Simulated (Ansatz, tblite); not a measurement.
Removing and adding an electron: B₄N₄H₁₄, a cluster cut from wurtzite BN (hydrogen-capped). Total charge 0; singlet. Geometry: PBE0-D4/def2-SVP. Ansatz, gas phase; energy differences of separate SCF runs; the oxidised species was run as a doublet alone; the reduced species was run as a doublet alone.

```xyz
22

B     0.933    0.665    1.237
N     1.586   -0.347    0.156
B    -0.978   -1.035    0.904
N    -0.609    0.485    1.020
N    -0.541   -1.413   -0.608
B     0.650   -0.517   -1.088
B    -1.083    1.267   -0.253
N     0.038    0.898   -1.361
H     1.290    0.336    2.358
H     1.310    1.797    0.940
H     1.722   -1.254    0.605
H     2.516   -0.023   -0.105
H    -0.298   -1.731    1.657
H    -2.175   -1.238    1.037
H    -1.092    0.869    1.828
H    -0.322   -2.406   -0.668
H    -1.345   -1.268   -1.221
H     1.231   -0.979   -2.061
H    -1.094    2.477   -0.083
H    -2.157    0.845   -0.678
H     0.777    1.602   -1.317
H    -0.360    0.970   -2.295
```

The xTB rows come from tblite. HOMO above LUMO, or a gap near zero within one spin, warns that the state may not be the lowest or that an electron is smeared out.

```
            level  −HOMO (eV)  vertical IE (eV)  −LUMO (eV)  vertical EA (eV)  HOMO–LUMO gap (eV)  IE − EA (eV)                                     remarks
         GFN1-xTB       10.67             13.26        3.49              0.83                7.17         12.43                                           –
         GFN2-xTB        9.73             12.19        0.07             -2.41                9.65         14.59                                           –
 PBE-D4/def2-TZVP        6.15              8.77        0.70                 –                5.45             –  gap within one spin near zero (+1 doublet)
PBE0-D4/def2-TZVP        7.47              9.34       -0.09                 –                7.56             –                                           –
```

Q: Estimate the rows for PBE-D4/def2-SVP, PBE0-D4/def2-SVP, CAM-B3LYP-D4/def2-TZVP.

A: 
```json
{"level": "PBE-D4/def2-SVP", "−HOMO (eV)": "5.95", "vertical IE (eV)": "–", "−LUMO (eV)": "-0.01", "vertical EA (eV)": "-1.92", "HOMO–LUMO gap (eV)": "5.96", "IE − EA (eV)": "–", "remarks": "HOMO above zero (-1 doublet)"}
{"level": "PBE0-D4/def2-SVP", "−HOMO (eV)": "7.33", "vertical IE (eV)": "–", "−LUMO (eV)": "-0.94", "vertical EA (eV)": "-2.27", "HOMO–LUMO gap (eV)": "8.26", "IE − EA (eV)": "–", "remarks": "HOMO above zero (-1 doublet)"}
{"level": "CAM-B3LYP-D4/def2-TZVP", "−HOMO (eV)": "8.94", "vertical IE (eV)": "9.79", "−LUMO (eV)": "-0.79", "vertical EA (eV)": "–", "HOMO–LUMO gap (eV)": "9.73", "IE − EA (eV)": "–", "remarks": "–"}
```

   A HOMO above zero means that the electron is unbound at that level or that self-interaction error raises the level; the energy of removing that electron tells which. Raw xTB energy differences between charge states are shifted by several eV; the methods need an empirical correction for them. Sets without diffuse functions give affinities that are too small. A negative affinity means that the extra electron isn't bound; its size then hangs on the basis.
